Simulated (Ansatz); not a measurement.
Zr (SMILES [Zr]), triplet (typed; the unrestricted solution is spin-contaminated) (core potentials on Zr); PBE0/def2-TZVP (Ansatz, an electronic-structure program).

The Ansatz input:
Ansatz 0.2 input:
```yaml
crystal:
  periodic: [false, false, false]
  atoms:
    - {symbol: Zr, position_ang: [0.00000000, 0.00000000, 0.00000000]}
basis:
  gaussian:
    orbitals: def2-TZVP
hamiltonian:
  xc: pbe0
magnetization: {spin_polarized: true, initial_magnetization: 2}
```

What the program printed (banner, timings and long lists left out):

```
Functional definition: PBE0
375 factors; their error is unknown
mean field evaluation 1: about -1275.0109 eV, gradient 5.9e0 eV
mean field evaluation 2: about -1275.3094 eV, gradient 2.5e0 eV
mean field evaluation 4: about -1275.4430 eV, gradient 7.1e-1 eV
mean field evaluation 8: about -1275.6428 eV, gradient 5.2e-1 eV
mean field evaluation 16: about -1275.7242 eV, gradient 5.6e-2 eV
mean field evaluation 32: about -1275.7283 eV, gradient 4.0e-1 eV
mean field evaluation 64: about -1275.7245 eV, gradient 2.3e-5 eV
mean field evaluation 96: about -1275.7200 eV, gradient 2.2e-1 eV
mean field -1275.73203698 eV, -46.8822876368 hartree, gradient 6.3e-6 eV, S^2 2.240410; 8 other end points of the search recorded, 0 dependent functions left out
reference -1275.73205666 eV, -46.8822883601 hartree; 7, 5 occupied and 33, 35 virtual orbitals, 375 factors
Total energy: -1275.73205666 eV, -46.8822883601 hartree
```
